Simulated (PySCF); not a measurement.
# How methods differ on the ionisation energy of Dy²⁸⁺

Dy²⁸⁺ [Kr] 4d2 [4d3/2^2, M_J = 2] → Dy²⁹⁺ [Kr] 4d1 [4d3/2^1, M_J = 3/2], as a difference of total energies. Computed with PySCF 2.14 in an even-tempered Gaussian basis (17 s from 2.4 bohr⁻², ratio 2.8; 14 p from 3.1 bohr⁻², ratio 2.8; 9 d from 3.1 bohr⁻², ratio 2.8; 3 f from 12 bohr⁻², ratio 3), with the two-component X2C-1e Hamiltonian. Correlated levels: [Ar] 3d10 frozen; the 92 highest virtual spinors dropped. "Screened" scales the spin-orbit matrix elements by Boettger's factors to mimic the two-electron term; Breit and QED terms are absent.

```tsv
method	ionisation energy (eV)
GHF (spin-free)	1009.8
GMP2 (spin-free)	1009.9
GHF (screened spin-orbit)	1014.4
GMP2 (screened spin-orbit)	1014.6
```

Breit and QED terms and the two-electron picture change are absent.

The spin-free rows relax to the high-spin LS determinant and lack the spin-orbit shift.

The labels give the starting determinants; with spin-orbit coupling the two ends relaxed to ⟨J²⟩ = 6.05, ⟨L²⟩ = 10.42, ⟨S²⟩ = 1.59 and ⟨J²⟩ = 3.75, ⟨L²⟩ = 6.05, ⟨S²⟩ = 0.80.

For comparison: 1014 ± 4 eV (theoretical estimate listed by NIST; NIST Atomic Spectra Database, ionization energies).
